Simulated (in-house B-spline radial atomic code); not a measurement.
## Ionising the ruthenium ion Ru⁵⁺ with different functionals

Computed with a B-spline radial code for spherical atoms: four-component Dirac-Coulomb Hamiltonian, Fermi nucleus of rms radius 4.4809 fm, spin-restricted, spherical fractional occupations for the functionals, and exact exchange of hybrids averaged over the configuration. The ionisation energy is the difference of two self-consistent energies, [Kr] 4d3 → [Kr] 4d2, without Breit or QED terms; ε is the level of the shell that loses the electron (mean over j). The electron is taken from both j subshells in proportion to 2j + 1, so the result is a j average, not the step between ground levels.

| method | rung | ΔSCF (eV) | -ε(4d) (eV) |
| --- | --- | --- | --- |
| B3LYP | global hybrid | 75.79 | 69.35 |
| BHandHLYP | global hybrid | 75.61 | 71.87 |
| B97-1 | global hybrid | 75.73 | 69.38 |
| LC-wPBE | range-separated hybrid | 75.79 | 72.67 |

Question: Among the functionals, which spreads more, the ΔSCF values or the orbital energies?

Answer: The orbital energies: ΔSCF values span about 0.18 eV and the orbital energies 3.31 eV; here energy differences depend much less on the functional than eigenvalues do.

Question: How do they compare with the NIST value?

Answer: NIST lists 76 eV ± 2 (tabulated theory, ground level to ground level). Errors run from -0.39 to -0.21 eV; all lie within about twice that uncertainty, so the table can't rank the methods.
